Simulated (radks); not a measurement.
Task: Pm+, configuration [Xe] 4f5 6s1. All-electron calculation, scalar-relativistic Kohn-Sham, PBEsol, spin-polarised, spherical densities, finite nucleus; open shells are filled with parallel spins first (spin-orbit coupling, left out, can overturn this in heavy ions); Fermi nuclear charge, rms radius 4.962 fm. Program: a radial shooting solver on a logarithmic mesh with Libxc functionals. Some entries of the table are withheld. Estimate them.

orbital  occ.  eigenvalue (eV)  <r^2> (bohr^2)  r(max) (bohr)
1s up       1        -45003.50       0.0007322        0.01480
1s down     1        -45003.49       0.0007322        0.01480
2s up       1        -7321.926         0.01157        0.08383
2s down     1        -7321.893         0.01157        0.08383
2p up       3        -6540.729        0.009264        0.06762
2p down     3        -6540.706        0.009264        0.06762
3s up       1        -1601.157         0.07766         0.2387
3s down     1        -1599.688         0.07757         0.2387
3p up       3        -1355.808         0.07772         0.2339
3p down     3        -1354.347         0.07760         0.2338
3d up       5        -1019.005         0.06576         0.1918
3d down     5        -1017.872         0.06562         0.1917
4s up       1        -323.9995          0.3972         0.5521
4s down     1        -320.2653          0.3969         0.5519
4p up       3        -243.4943          0.4489         0.5763
4p down     3        -239.7457          0.4486         0.5760
4d up       5        -129.7719          0.5508         0.6029
4d down     5        -126.0093          0.5514         0.6024
5s up       1         -48.7544           2.314          1.285
5s down     1         -46.4053           2.369          1.297
5p up       3         -29.3621             (1)          1.458
5p down     3         -27.5032             (2)          1.477
4f up       5          -9.2417           1.464            (3)
6s up       1          -8.7269           16.97          3.460
4f down     0          -5.9607           1.745            (4)

Result: 
(1) 5p up <r^2> (bohr^2): 3.214
(2) 5p down <r^2> (bohr^2): 3.305
(3) 4f up r(max) (bohr): 0.6372
(4) 4f down r(max) (bohr): 0.6393
